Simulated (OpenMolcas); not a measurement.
OpenMolcas run: Zr2+

Input:

```
&GATEWAY
Coord
1

Zr 0.0 0.0 0.0
Basis=ANO-RCC-VDZ
Group=XYZ
NoMove
AngMom=0.0 0.0 0.0
AMFI
&SEWARD
Relativistic=R04O02
&RASSCF
FileOrb=start.orb
Symmetry=1
Spin=3
nActEl=2 0 0
Inactive=9 9
Ras2=5 0
CIRoot=10 10 1
SDav=10
CIMx=300
Iter=120 100
PrWF=0.3
OrbListing=Nothing
MaxOrb=0
Atom
>>> COPY $Project.JobIph JOB001
&RASSCF
FileOrb=start.orb
Symmetry=1
Spin=1
nActEl=2 0 0
Inactive=9 9
Ras2=5 0
CIRoot=15 15 1
SDav=15
CIMx=300
Iter=120 100
PrWF=0.3
OrbListing=Nothing
MaxOrb=0
Atom
CIOnly
>>> COPY $Project.JobIph JOB002
&RASSI
NrOfJobIphs=2 10 15
1 2 3 4 5 6 7 8 9 10
1 2 3 4 5 6 7 8 9 10 11 12 13 14 15
IphNames
JOB001
JOB002
EJob
SpinOrbit
DIPRint=1.0
SOCoupling=1000.0
Subsets=2
MEES
Property=10
'ANGMOM' 1 'ANGMOM' 2 'ANGMOM' 3 'MLTPL  1' 1 'MLTPL  1' 2 'MLTPL  1' 3
'AMFI' 1 'AMFI' 2 'AMFI' 3 'MLTPL  2' 6
SOProperty=3
'ANGMOM' 1 'ANGMOM' 2 'ANGMOM' 3
```

Launched by
```bash
OMP_NUM_THREADS=1 MOLCAS_MEM=2252 MOLCAS_PROJECT=a pymolcas a.inp > a.log  # once for each step of the input, in one work folder
```

A driver script runs the steps one by one and writes start.orb anew before each from the orbitals found so far, so a CI-only block uses the converged orbitals of the first block.

Output, cut to the results:

```
--- SEWARD ---
Basis set label: ZR.ANO-RCC...6S5P3D.

      Electronic valence basis set:
      ------------------
      Associated Effective Charge  40.000000 au
      Associated Actual Charge     40.000000 au
      Nuclear Model: Point charge

      Shell  nPrim  nBasis  Cartesian Spherical Contaminant
         s      21       6        X
         p      18       5        X
         d      13       3                 X
Relativistic=R04O02
                  Relativistic Douglas-Kroll-Hess integrals:
                    - DKH order of Hamiltonian: 4
                    - DKH order of Properties : 2
--- RASSCF ---
Wave function specifications:
      -----------------------------

      Number of closed shell electrons          36
      Number of electrons in active shells       2
      Max number of holes in RAS1 space          0
      Max nr of electrons in RAS3 space          0
      Number of inactive orbitals               18
      Number of active orbitals                  5
      Number of secondary orbitals              13
      Spin quantum number                      1.0
      State symmetry                             1
Orbital specifications:
      -----------------------

      Symmetry species                           1   2
                                                ag  au
      Frozen orbitals                            0   0
      Inactive orbitals                          9   9
      Active orbitals                            5   0
      RAS1 orbitals                              0   0
      RAS2 orbitals                              5   0
      RAS3 orbitals                              0   0
      Secondary orbitals                         7   6
      Deleted orbitals                           0   0
      Number of basis functions                 21  15
      Number of CSFs                            10
      Number of root(s) required                10
      Iter CI   SX   CI       RASSCF       Energy    max ROT     max BLB   max BLB  Level Ln srch  Step   QN
          iter iter root      energy       change     param      element    value   shift minimum  type update
 Nr of preliminary CI iterations:   1
      Total energies have been shifted. Add                -3000.00 au
        1   1    2    0  -595.55770466    0.00E+00  -9.68E-08    9  15 1 -3.85E-07   0.00   0.00    SX    NO
        2   1    2    0  -595.55770466   -3.64E-12  -1.10E-07    7  13 2 -7.87E-08   0.00   0.00    SX    NO
        3   1    1    0  -595.55770466   -2.73E-12   0.00E+00    7  13 2  4.04E-08   0.00   0.00    SX    NO
        4   1    1    0  -595.55770466    4.55E-13   0.00E+00    7  13 2  4.04E-08   0.00   0.00    SX    NO
      Convergence after  4 iterations
        5   1    1    0  -595.55770466   -2.27E-12   0.00E+00    7  13 2  4.04E-08   0.00   0.00    SX    NO
      Natural orbitals and occupation numbers for root  1
      sym 1:  -0.000000   0.344835   0.344835   0.655165   0.655165
      Natural orbitals and occupation numbers for root  2
      sym 1:   0.931258   0.931258  -0.000000   0.068742   0.068742
      Natural orbitals and occupation numbers for root  3
      sym 1:  -0.000000   0.127584   0.127584   0.872416   0.872416
::    RASSCF root number  1 Total energy:  -3595.57076451
::    RASSCF root number  2 Total energy:  -3595.57076451
::    RASSCF root number  3 Total energy:  -3595.57076451
::    RASSCF root number  4 Total energy:  -3595.57076451
::    RASSCF root number  5 Total energy:  -3595.57076451
::    RASSCF root number  6 Total energy:  -3595.57076451
::    RASSCF root number  7 Total energy:  -3595.57076451
::    RASSCF root number  8 Total energy:  -3595.52723168
::    RASSCF root number  9 Total energy:  -3595.52723168
::    RASSCF root number 10 Total energy:  -3595.52723168
--- RASSCF ---
Wave function specifications:
      -----------------------------

      Number of closed shell electrons          36
      Number of electrons in active shells       2
      Max number of holes in RAS1 space          0
      Max nr of electrons in RAS3 space          0
      Number of inactive orbitals               18
      Number of active orbitals                  5
      Number of secondary orbitals              13
      Spin quantum number                      0.0
      State symmetry                             1
Orbital specifications:
      -----------------------

      Symmetry species                           1   2
                                                ag  au
...
--- RASSI ---
SPIN-FREE ENERGIES:
  (Shifted by EMIN (a.u.) =      -3595.5707645060)

 SF State       Relative EMIN(au)   Rel lowest level(eV)    D:o, cm**(-1)      L_eff

     1             0.0000000000        0.0000000000              0.0000         3.0
     2             0.0000000000        0.0000000000              0.0000         3.0
     3             0.0000000000        0.0000000000              0.0000         3.0
     4             0.0000000000        0.0000000000              0.0000         3.0
     5             0.0000000000        0.0000000000              0.0000         3.0
     6             0.0000000000        0.0000000000              0.0000         3.0
     7             0.0000000000        0.0000000000              0.0000         3.0
    11             0.0372693989        1.0141520085           8179.6876         2.0
    12             0.0372693989        1.0141520085           8179.6876         2.0
    13             0.0372693989        1.0141520085           8179.6876         2.0
    14             0.0372693989        1.0141520085           8179.6876         2.0
    15             0.0372693989        1.0141520085           8179.6876         2.0
    10             0.0435328220        1.1845884332           9554.3501         1.0
     8             0.0435328220        1.1845884332           9554.3501         1.0
     9             0.0435328220        1.1845884332           9554.3501         1.0
    16             0.0575847158        1.5669599440          12638.3843         4.0
    17             0.0575847158        1.5669599440          12638.3843         4.0
    18             0.0575847158        1.5669599440          12638.3843         4.0
    19             0.0575847158        1.5669599440          12638.3843         4.0
    20             0.0575847158        1.5669599440          12638.3843         4.0
    21             0.0575847158        1.5669599440          12638.3843         4.0
...
```

Levels above the lowest, from the spin-orbit matrix, grouped by J:

```csv
Configuration,Term,J,E (cm-1),Measured (cm-1),g,Term weight %
4d2,3F,2,0.0,0.0,0.668,99
4d2,3F,3,699,681,1.084,100
4d2,3F,4,1548,1486,1.250,100
4d2,1D,2,8922,5742,1.054,88
4d2,3P,0,9987,8062,,100
4d2,3P,1,10253,8326,1.501,100
4d2,3P,2,10908,8838,1.445,89
4d2,1G,4,13569,11049,1.000,100
4d2,1S,0,32460,23979,,100
```

Against the 8 measured excited levels shown (Moore, Atomic Energy Levels, vol. II, NSRDS-NBS 35 (1971 reprint of NBS Circular 467, 1952); NIST levels as listed in Rynkun, Gaigalas and Jonsson, Astron. Astrophys. 637, A10 (2020)) the mean absolute deviation is 2500 cm-1; the largest miss in energy is 4d2 1S0: computed 32460, measured 23979 cm-1 (+35.4 %), and the largest in proportion 4d2 1D2 (+55.4 %).

Levels of configurations with an s electron are missing; early in the row they begin among the upper levels of the d shell and mix with terms of their name. Without dynamic correlation excited terms often stand tens of per cent too high (terms of higher spin than the ground term too low), and those without a measured partner can miss by more than the paired ones. Some levels mix across a computed gap that differs much from the measured one, so their mixing is not that of the real levels. Terms from blocks run as CI alone lack orbitals of their own. Measured partners are found by configuration, term and J. A level has none where our copy of the source lacks it or the pairing is in doubt (some pairs that miss far off the trend of their configuration count as doubtful), and it then counts in no deviation. Only configurations of the active space appear.

The term weight is that of the spin-free term in the level, not the purity of its configuration.
